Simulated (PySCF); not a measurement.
Rigid-rotor lines calculated for a species of formula BrH6NSi2 (commonest isotopes; PBE0-D3(BJ)/def2-SVP geometry optimisation, gas phase in PySCF), labelled J(Ka,Kc):

| transition | MHz |
| --- | --- |
| 1(1,1) ← 0(0,0) | 5708.3 |
| 2(0,2) ← 1(0,1) | 4598.9 |
| 1(0,1) ← 0(0,0) | 2303.5 |
| 2(1,1) ← 1(1,0) | 4801.0 |
| 2(1,2) ← 1(1,1) | 4412.8 |

Task: Find the rotational constants.

Result: 1(0,1) ← 0(0,0) is B + C, 2(1,1) ← 1(1,0) is 3B + C and 2(1,2) ← 1(1,1) is B + 3C, so B − C is half the difference of the last two, 194.1 MHz. 1(1,1) ← 0(0,0) is A + C. A = 4653.6, B = 1248.8, C = 1054.7 MHz.

Task: What moments of inertia, asymmetry and inertial defect follow?

Result: I = 505379 MHz·u·Å² over each constant: Ia = 108.60, Ib = 404.70, Ic = 479.17 u·Å²; κ = (2B − A − C)/(A − C) = -0.892 (asymmetric top); Δ = Ic − Ia − Ib = -34.12 u·Å².

Task: Which dipole components do these lines need?

Result: μa and μb (a-type: ΔKa even, ΔKc odd; b-type: both odd). The calculation gives |μa| = 1.55 D, |μb| = 0.53 D, |μc| = 0.02 D.

Task: Predict further lines from these constants: 2(2,0) ← 1(1,1); 3(3,1) ← 2(2,0); 2(0,2) ← 1(1,1); 3(2,2) ← 2(2,1); 2(1,1) ← 2(1,2); 1(1,0) ← 1(0,1).

Result: 
| transition | MHz | type | branch |
| --- | --- | --- | --- |
| 2(1,1) ← 2(1,2) | 582 | a | Q |
| 2(0,2) ← 1(1,1) | 1194 | b | R |
| 1(1,0) ← 1(0,1) | 3599 | b | Q |
| 3(2,2) ← 2(2,1) | 6910 | a | R |
| 2(2,0) ← 1(1,1) | 15218 | b | R |
| 3(3,1) ← 2(2,0) | 24417 | b | R |

Task: Which structure gave them?

Result: `[SiH2]([SiH2]Br)N`, point group C1. Three constants can't fix a structure by themselves; this is the one that was computed:
```
atom  x, y, z in Å
N1    -1.538    0.413   -0.684
Si2   -0.656   -0.606    0.404
Si3    1.594   -0.092    0.002
Br4    1.722    2.150    0.166
H5    -2.544    0.314   -0.765
H6    -1.270    1.392   -0.730
H7    -0.899   -0.420    1.876
H8    -0.954   -2.037    0.087
H9     2.051   -0.459   -1.371
H10    2.545   -0.670    0.998
```

The values belong to one conformer (point group C1) with, in the numbering `[NH2:1][SiH2:2][SiH2:3][Br:4]`, H–N1–Si2–Si3 174° and -47°, N1–Si2–Si3–Br4 52°. Whether it is a minimum is left open (no frequencies). Constants of a rigid frame at the computed geometry: no zero-point averaging, no centrifugal distortion. A rigid rotor knows nothing of inversion at nitrogen, which can split or shift real lines. Quadrupole hyperfine structure (14N, 79Br) is left out.

Time: 21 s wall; peak memory 0.46 GiB. Hardware: an Intel Xeon Platinum 8488C with one thread, no GPU (shared host). These figures are those of the optimisation.
